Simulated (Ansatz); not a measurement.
Calculated with Ansatz (gas phase, PBE0-D4/def2-TZVP geometries, no zero-point term in ΔE). CBS: MP2 limit from def2 TZ/QZ plus the TZ coupled-cluster correction, frozen cores. This one scheme is used for every species. DFT in def2-TZVPP. Each species was taken in one conformer, which may not be the lowest.

Consider the formal hydrolysis of the Al–N bond: `O=C=[N][Al]([F])[F]` + H₂O → `[OH][Al]([F])[F]` + `N=C=O`.

CCSD(T)/CBS gives +1.6 kcal/mol.

Q: Another level gave +1.5 kcal/mol. Which?
A. HF/def2-TZVPP
B. B2PLYP/def2-TZVPP
C. PBE0-D4/def2-TZVPP
D. BLYP/def2-TZVPP

A: C. PBE0-D4 1.5, BLYP -0.9, B2PLYP 0.5, HF/def2-TZVPP 3.5 kcal/mol.

Largest T1 diagnostic among the species: 0.018.

In def2-TZVPP, CCSD(T) changes the Hartree–Fock value by −2.3 kcal/mol (the triples alone add −0.4 kcal/mol) and MP2 by −2.2 kcal/mol. Leaving LDA and LC-ωPBE aside and taking each functional with its dispersion term where it has one, the values, not all of them listed here, spread over 2.4 kcal/mol, from BLYP-D4 to BHLYP-D4.
